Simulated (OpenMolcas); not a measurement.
## Pd6+: effect of the active space

| Property | Result |
| --- | --- |
| Program | OpenMolcas |
| Method | XMS-CASPT2, IPEA 0.25 Eh, imaginary shift 0.1 Eh |
| Basis | ANO-RCC-VTZP |
| Scalar Hamiltonian | DKH2, point nucleus |
| Spin-orbit coupling | state interaction with AMFI integrals over the reference wave functions, term energies averaged over their components |

A. 4 electrons in 5 orbitals (4d); 2S+1 = 5 even, 5 roots; 2S+1 = 3 even, 45 roots; 2S+1 = 1 even, 50 roots; closed shells correlated: 4s 4p; CASPT2 step roughly 17 core-seconds
B. 4 electrons in 10 orbitals (4d 5d); 2S+1 = 5 even, 5 roots; 2S+1 = 3 even, 45 roots; 2S+1 = 1 even, 49 roots; closed shells correlated: 4s 4p; CASPT2 step about 17 core-minutes

Energies in cm⁻¹ above 4d⁴ ⁵D₀.

```csv
Level,A,B
4d⁴ ⁵D₀,0.0,0.0
4d⁴ ⁵D₁,976,940
4d⁴ ⁵D₂,2440,2390
4d⁴ ⁵D₃,4140,4090
4d⁴ ⁵D₄,5960,5950
4d⁴ ³P₀(1),20080,21100
4d⁴ ³H₄ [71 %],22210,22850
4d⁴ ³P₁(1),24240,25310
4d⁴ ³H₅,24470,25120
4d⁴ ³F₂(1),26060,26980
4d⁴ ³H₆,26100,26760
4d⁴ ³F₄(1) [56 %],27150,27950
4d⁴ ³P₂(1),29200,30280
4d⁴ ³G₄ [61 %],30300,31110
4d⁴ ³G₅,32010,32780
4d⁴ ³D₃,34440,35280
4d⁴ ³D₂ [73 %],35350,36210
4d⁴ ³D₁,36130,36940
4d⁴ ¹I₆,36990,37350
4d⁴ ¹G₄(1),39230,40240
4d⁴ ¹D₂(1),44700,45620
4d⁴ ¹F₃,48590,49330
4d⁴ ³P₂(2),55060,55950
4d⁴ ³F₄(2),56810,57700
```

The spin-orbit steps hold different terms of 4d⁴ (B lacks a ¹S), which shifts levels as well.

Between A and B the level of the table that moves most is 4d⁴ ³P₂(1), by 1100 cm-1 (lowest in A, highest in B). Moves below CASPT2's spread within the term are not significant.

CASPT2 breaks the degeneracy within a term, and the mean is taken; among the terms shown or strongly mixed into the levels shown the widest spread is 2200 cm-1 (4d⁴ ¹I, A). The CASPT2 spread within a term exceeds the gap to the next term for 4d⁴ ³P(1) and 4d⁴ ³F(1), 4d⁴ ³D and 4d⁴ ¹I, 4d⁴ ¹I and 4d⁴ ¹G(1) and others, so the order of their levels is uncertain, and so are names and mixing where such terms share a J (figures for A; the like holds for B). Active for correlation alone: 5d; no level in the range computed is led by a configuration that fills it, so any true level of that kind is missing (holds for B). Levels of configurations outside the active space are missing. Levels that lie high or do not pair safely by name in every column are left out.

A share in square brackets marks a mixed level and gives the weight of the term that names it, the lowest over the columns. A number in round brackets counts repeated terms of one configuration in the order of the reference energies.
